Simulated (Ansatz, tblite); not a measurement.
Removing and adding an electron: `COc1ccc(-c2sc(-c3sc(-c4sc(-c5ccc(C(F)=C(F)F)cc5)c5c4OCCO5)c4c3OCCO4)c3c2OCCO3)cc1`. The state is a singlet with charge 0. Geometry: r2SCAN-D4/def2-SVP. Ansatz, gas phase; energy differences of separate SCF runs; the oxidised species was run as a doublet alone; the reduced species was run as a doublet alone.

The xTB rows come from tblite. Single mean-field runs in def2-SVP are fitted with def2-universal-jkfit.

| level | −HOMO (eV) | vertical IE (eV) | −LUMO (eV) | vertical EA (eV) | HOMO–LUMO gap (eV) | IE − EA (eV) | remarks |
| --- | --- | --- | --- | --- | --- | --- | --- |
| PBE-D4/def2-SVP | 3.90 | 5.33 | 2.23 | 0.92 | 1.67 | 4.41 | HOMO above zero (-1 doublet) |
| PBE0-D4/def2-SVP | 4.74 | 5.71 | 1.77 | 0.89 | 2.97 | 4.82 | HOMO above zero (-1 doublet) |

**Question.** Estimate the rows for GFN1-xTB, GFN2-xTB.

**Answer.** 
```json
{"level": "GFN1-xTB", "−HOMO (eV)": "9.99", "vertical IE (eV)": "11.46", "−LUMO (eV)": "8.42", "vertical EA (eV)": "6.97", "HOMO–LUMO gap (eV)": "1.57", "IE − EA (eV)": "4.48"}
{"level": "GFN2-xTB", "−HOMO (eV)": "9.37", "vertical IE (eV)": "10.82", "−LUMO (eV)": "7.88", "vertical EA (eV)": "6.46", "HOMO–LUMO gap (eV)": "1.49", "IE − EA (eV)": "4.37"}
```

   A HOMO above zero means that the electron is unbound at that level or that self-interaction error raises the level; the energy of removing that electron tells which. Raw xTB energy differences between charge states are shifted by several eV; the methods need an empirical correction for them. Sets without diffuse functions give affinities that are too small.
